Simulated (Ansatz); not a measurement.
Computed with Ansatz on PBE0-D4/def2-TZVP structures; ΔE is electronic, products minus reactants. CBS: MP2 limit from def2 TZ/QZ plus the TZ coupled-cluster correction, frozen cores. This one scheme is used for every species. Functionals use def2-TZVPP. Elements past krypton have def2 core potentials. For Te outer-core shells are correlated without core-valence functions, which leaves a few kJ/mol of doubt a bond. One conformer a species, not always the lowest.

Reaction (substitution at a C–Si bond): `NC([TeH])[SiH2]F` + H–F → `NC(F)[TeH]` + `F[SiH3]`

```tsv
level	ΔE (kJ/mol)	difference from CCSD(T)/CBS
r2SCAN-D4	71.2	-14.7
PBE0-D4	78.6	-7.3
ωB97X-V	62.1	-23.8
ωB97M-V	70.3	-15.6
B2PLYP	67.2	-18.7
r2SCAN	68.9	-17.0
PBE0	70.7	-15.2
HF/def2-TZVPP	41.6	-44.3
MP2/def2-TZVPP	92.0	6.1
SCS-MP2/def2-TZVPP	77.9	-8.0
CCSD(T)/def2-TZVPP	78.7	-7.2
HF/def2-QZVPP	41.5	-44.4
MP2/def2-QZVPP	96.1	10.2
SCS-MP2/def2-QZVPP	82.1	-3.8
HF/CBS(def2)	41.5	-44.4
MP2/CBS(def2)	99.2	13.3
CCSD(T)/CBS	85.9	0
```

Largest T1 diagnostic among the species: 0.012.

In def2-TZVPP, CCSD(T) changes the Hartree–Fock value by +37.1 kJ/mol (the triples alone add +4.7 kJ/mol) and MP2 by +50.4 kJ/mol. The D4 term adds +14.5 kJ/mol with B3LYP and +8.0 kJ/mol with PBE0; it sums over pairs of atoms, weighted by their polarisabilities, and B3LYP, whose exchange is more repulsive, gets the larger term.

B3LYP here is the variant with VWN-RPA as its local correlation; programs differ in this.
